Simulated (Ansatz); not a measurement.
Ga7⁻. Charge -1, multiplicity 1. Geometry PBE0-D4/def2-SVPD; atoms count from 1.

| atom | x (Å) | y (Å) | z (Å) |
| --- | --- | --- | --- |
| Ga1 | 3.335 | -0.460 | -1.419 |
| Ga2 | -1.211 | 0.986 | -1.415 |
| Ga3 | -2.024 | -0.415 | 2.465 |
| Ga4 | -0.094 | 0.252 | 0.877 |
| Ga5 | -2.692 | 1.213 | 0.560 |
| Ga6 | 0.733 | -0.471 | -1.707 |
| Ga7 | 1.953 | -1.105 | 0.639 |

Another isomer (singlet) lies 1.43 eV lower at PBE0-D4/def2-SVP; other spin states weren't run for this one.

Q: Estimate the Mulliken populations from the PBE0/def2-SVP orbitals of Ansatz.

A: 
```
atom  charge (e)
 Ga1       -0.09
 Ga2       -0.15
 Ga3       -0.06
 Ga4       -0.33
 Ga5       -0.13
 Ga6       -0.16
 Ga7       -0.09
```
Mulliken values and Mayer orders depend strongly on the basis.

Q: And the Mayer bond orders between bonded heavy atoms (over 0.3)?

A: Ga1–Ga6 0.66 (2.62 Å); Ga1–Ga7 0.74 (2.56 Å); Ga2–Ga4 0.56 (2.65 Å); Ga2–Ga5 0.82 (2.48 Å); Ga2–Ga6 0.88 (2.45 Å); Ga3–Ga4 0.66 (2.59 Å); Ga3–Ga5 0.67 (2.59 Å); Ga4–Ga5 0.52 (2.79 Å); Ga4–Ga6 0.49 (2.81 Å); Ga4–Ga7 0.86 (2.47 Å); Ga6–Ga7 0.49 (2.72 Å).
